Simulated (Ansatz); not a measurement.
Start from `O=C[SiH2]O[SiH3]` and change one atom or group to get `N[SiH2]C=O`.

Ansatz, PBE0-D4/def2-TZVP geometries, multiplicity 1. Each molecule was computed in one conformer, which needn't be the lowest.

```
                                          property  `O=C[SiH2]O[SiH3]`
                 HOMO energy (PBE/def2-TZVPP) / eV               -5.78
             LUMO energy (ωB97M-V/def2-TZVPP) / eV                0.55
               HOMO energy (B3LYP/def2-TZVPP) / eV               -7.03
               HOMO–LUMO gap (PBE/def2-TZVPP) / eV                2.84
size of the dipole moment (ωB97M-V/def2-TZVPP) / D                1.91
                 LUMO energy (PBE/def2-TZVPP) / eV               -2.93
```

(1) Give the same properties after the change, and the shifts. (Best estimate.)

Answers

(1) Computed: 
| property | `N[SiH2]C=O` | shift |
| --- | --- | --- |
| HOMO energy (PBE/def2-TZVPP) / eV | -5.61 | 0.17 |
| LUMO energy (ωB97M-V/def2-TZVPP) / eV | 0.83 | 0.28 |
| HOMO energy (B3LYP/def2-TZVPP) / eV | -6.86 | 0.17 |
| HOMO–LUMO gap (PBE/def2-TZVPP) / eV | 2.93 | 0.09 |
| size of the dipole moment (ωB97M-V/def2-TZVPP) / D | 1.78 | -0.13 |
| LUMO energy (PBE/def2-TZVPP) / eV | -2.68 | 0.25 |

With PBE0 the HOMO rises by 0.16 eV and the LUMO rises by 0.26 eV, so the gap widens by about 0.10 eV. PBE moves the HOMO by 0.17 eV and ωB97M-V by 0.15 eV. Dipoles are sizes alone; their direction can turn.

B3LYP here is the variant with VWN-RPA as its local correlation; programs differ in this.
